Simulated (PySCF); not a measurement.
# How methods differ on the ionisation energy of Rh⁺

Rh⁺ [Kr] 4d8 (3F) → Rh²⁺ [Kr] 4d7 (4F), as a difference of total energies. All numbers are calculated (PySCF 2.14, the spin-free X2C one-electron Hamiltonian (Gaussian nucleus), in ANO-RCC-VTZP (7s6p4d2f1g, 68 functions)). Correlated levels: valence and next inner shell: [Ar] 3d10 frozen. The calculations carry no spin-orbit coupling.

| method | ionisation energy (eV) |
| --- | --- |
| UHF | 16.151 |
| MP2 (valence and next inner shell) | 18.058 |
| SCS-MP2 (valence and next inner shell) | 17.905 |
| CCSD (valence and next inner shell) | 17.721 |
| CCSD(T) (valence and next inner shell) | 17.833 |

A first-order spin-orbit estimate (lowest level to lowest level, LS coupling) adds -0.022 eV.

Errors of the correlated levels include the incompleteness of this basis and the frozen core.

Task: Which method comes closest to the reference value, and which is furthest?

Result: The reference is 18.08 eV (semi-empirical (NIST evaluation); NIST Atomic Spectra Database, ionization energies). Closest: MP2 (valence and next inner shell) (error -0.044 eV); furthest: UHF (error -1.951 eV), both after the spin-orbit estimate.
